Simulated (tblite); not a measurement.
Run record: tight-binding relaxation, `CC[Si@@H]1CC[Si@H](Br)C1`.

Computed with GFN2-xTB geometry optimisation, gas phase (tblite 0.8.0). Start geometry: from a force field or distance geometry. A driver script takes a list of jobs; this job's settings line and coordinates (Å) are shown.

Command:
```bash
OMP_NUM_THREADS=1 python probes_run.py task.json out
```

Input:
```
{"job": {"kind": "relax", "xc": "GFN2-xTB", "basis": "xTB"}, "charge": 0, "multiplicity": 1}
C     -3.077900     0.033400    -0.224400
C     -1.802000     0.789300     0.030600
Si    -0.279400    -0.216000    -0.380100
C      0.534900    -0.737800     1.205700
C      1.841400    -1.278000     0.687400
Si     2.535400     0.269900    -0.121400
Br     2.948900     1.724500     1.545700
C      1.077400     0.875100    -1.088200
H     -3.516400     0.265800    -1.216900
H     -3.833200     0.292700     0.550000
H     -2.899300    -1.055600    -0.201600
H     -1.770300     1.722200    -0.550000
H     -1.774000     1.018900     1.144700
H     -0.595100    -1.347500    -1.254800
H     -0.055500    -1.466800     1.780000
H      0.766300     0.158900     1.814000
H      2.450700    -1.601900     1.553600
H      1.722100    -2.087000    -0.064500
H      3.713500     0.008000    -0.931200
H      0.812000     1.909000    -0.796400
H      1.191500     0.739700    -2.173200
```

Output:
```
step      E/eV     max force
  0    -676.97920    1.341
  1    -677.13690    0.729
  2    -677.22405    0.685
  3    -677.30245    0.598
  4    -677.35790    0.534
  5    -677.38997    0.360
  6    -677.41761    0.357
  7    -677.43781    0.309
  8    -677.45647    0.317
  9    -677.47425    0.334
... (131 lines left out)
141    -677.70728    0.019
142    -677.70740    0.021
143    -677.70755    0.016
144    -677.70762    0.017
145    -677.70766    0.013
146    -677.70769    0.013
147    -677.70772    0.019
148    -677.70776    0.014
149    -677.70780    0.010
150    -677.70782    0.010
```

«max force» is the largest atomic force in eV/Å.

Task: From which step on does the largest force stay under 0.1 eV/Å, and how much energy is left to gain from there?

Result: From step 112 (0.050 eV/Å), 11.3 meV above the end.

Summary of the converged run: energy lowered by 16.8 kcal/mol over 150 steps; largest atomic force 0.010 eV/Å at the end.

Task: Give the final coordinates.

Result: 0.605 Å rms from the input after alignment:
```
atom  x, y, z in Å
C1    -3.0511    0.0163    0.2181
C2    -1.8917    0.8995   -0.2249
Si3   -0.3280   -0.1054   -0.6087
C4     0.3577   -1.0367    0.9118
C5     1.8596   -1.2717    0.7121
Si6    2.6129    0.3133   -0.0096
Br7    3.0338    1.7222    1.6714
C8     1.1782    0.9996   -1.0364
H9    -3.2852   -0.7199   -0.5473
H10   -3.9451    0.6091    0.4042
H11   -2.7993   -0.5150    1.1327
H12   -2.1890    1.4573   -1.1133
H13   -1.6894    1.6388    0.5520
H14   -0.5603   -1.0515   -1.7162
H15   -0.1512   -1.9833    1.0975
H16    0.2132   -0.4293    1.8097
H17    2.3301   -1.5838    1.6463
H18    2.0058   -2.0867    0.0009
H19    3.8960    0.1477   -0.6803
H20    0.9908    2.0480   -0.8129
H21    1.4034    0.9485   -2.0982
```

Task: How long does this job take on one thread of an Intel Xeon at 2.50 GHz, shared host with 64 logical CPUs at a one-minute load of 63?

Result: About 4.7 s.
Labels such as C1 count atoms from 1, the log's own numbers from 0.
